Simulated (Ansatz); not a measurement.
C2H4N, SMILES CC#[NH+], charge +1.

Geometry optimised at B3LYP-D3(BJ)/def2-TZVP. The isomer is the one that the SMILES or the coordinates give; other isomers of the formula were not compared.

Two levels are set side by side: PBE/def2-TZVPD (Ansatz, a quantum-chemistry and plane-wave program) and CAM-B3LYP/def2-TZVPD (Ansatz). Energy differences of separate SCF runs at the same geometry; the states with an electron removed or added have multiplicity 2 and 2. Differences are taken from unrounded values.

```json
[
 {"quantity": "vertical ionisation energy (eV)", "CAM-B3LYP": "20.14", "PBE": "19.73", "PBE minus CAM-B3LYP": "-0.41"},
 {"quantity": "vertical electron affinity (eV)", "CAM-B3LYP": "4.32", "PBE": "4.26", "PBE minus CAM-B3LYP": "-0.06"},
 {"quantity": "vertical singlet–triplet gap (eV)", "CAM-B3LYP": "7.19", "PBE": "7.10", "PBE minus CAM-B3LYP": "-0.09"}
]
```
